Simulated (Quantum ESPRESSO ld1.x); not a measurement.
Task: Au2+, configuration [Xe] 4f14 5d9. All-electron calculation, Dirac Kohn-Sham, PBEsol, spin-unpolarised, spherical densities, point nucleus; open shells fill j = l - 1/2 first. Program: ld1.x of Quantum ESPRESSO 7.5. Some entries of the table are withheld. Estimate them.

orbital,occ.,eigenvalue (hartree),<1/r> (bohr^-1),<r^2> (bohr^2)
1s1/2,2,-2963.83,95.81,0.0003932
2s1/2,2,-523.171,23.54,0.005938
2p1/2,2,-501.691,23.48,0.004203
2p3/2,4,-434.260,19.13,0.005391
3s1/2,2,(1),8.637,0.03858
3p1/2,2,-114.420,8.548,0.03518
3p3/2,4,-99.5410,7.414,0.04161
3d3/2,4,(2),7.313,0.03191
3d5/2,6,(3),7.054,0.03366
4s1/2,2,-27.5351,3.655,0.1872
4p1/2,2,-23.4244,3.544,0.1910
4p3/2,4,-19.8528,3.150,0.2238
4d3/2,4,-13.1322,2.947,(4)
4d5/2,6,-12.4672,2.856,(5)
5s1/2,2,-4.76561,1.480,0.9638
4f5/2,6,-3.84595,2.481,(6)
4f7/2,8,-3.70584,2.445,(7)
5p1/2,2,(8),(9),1.133
5p3/2,4,(10),(11),1.365
5d3/2,4,-1.04142,0.8944,2.514
5d5/2,5,-0.97862,0.8602,2.705

Result: 
(1) 3s1/2 eigenvalue (hartree): -124.066
(2) 3d3/2 eigenvalue (hartree): -83.5408
(3) 3d5/2 eigenvalue (hartree): -80.3426
(4) 4d3/2 <r^2> (bohr^2): 0.2364
(5) 4d5/2 <r^2> (bohr^2): 0.2480
(6) 4f5/2 <r^2> (bohr^2): 0.2973
(7) 4f7/2 <r^2> (bohr^2): 0.3059
(8) 5p1/2 eigenvalue (hartree): -3.43048
(9) 5p1/2 <1/r> (bohr^-1): 1.353
(10) 5p3/2 eigenvalue (hartree): -2.81922
(11) 5p3/2 <1/r> (bohr^-1): 1.208
